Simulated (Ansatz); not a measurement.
The cluster Na3Li⁻, relaxed as a doublet with UKS PBE0/def2-TZVPD in Ansatz, starting from the GFN1-xTB geometry. Force threshold 0.02 eV/Å.

The highest occupied level of the charge -1 doublet lies above zero (up to 0.01 eV). By energy differences its removal costs 0.89 eV (vertical, to the charge 0 singlet, at PBE0/def2-TZVPD); a positive level beside a positive removal energy at the same level points to self-interaction error. The relaxation made no stability test and no search for a lower SCF solution. The structure comes from a short search, and lower isomers may exist.

Start:

```xyz
4

Li    1.0153    0.1998   -0.7695
Na   -1.0443   -0.1924    0.7879
Na   -0.9734   -1.8832   -1.7734
Na    1.0024    1.8757    1.7550
```

```
step  energy (eV)  largest force component (eV/Å)  SCF passes
   1  -13444.6906                           0.903          21
   2  -13444.9168                           0.431          28
   3  -13445.0328                           0.113          34
   4  -13445.0474                           0.011          34
   5  -13445.0477                           0.002          24
```

Force components are those of the run's own axes.

End:

```tsv
atom	x (Å)	y (Å)	z (Å)
Li1	1.166	0.219	-0.884
Na2	-1.460	-0.276	1.110
Na3	-0.911	-1.988	-2.007
Na4	1.206	2.045	1.781
```

By distances, no bond broke or formed. The bond that changes most is Li1–Na2, from 2.61 to 3.33 Å (atoms count from 1).

The force fell under the threshold at step 4, but the optimiser went on. No frequencies were taken in this run, so the end may be a saddle point.

Hardware: 4 threads of Intel Xeon on a shared host. Wall time 10 s.
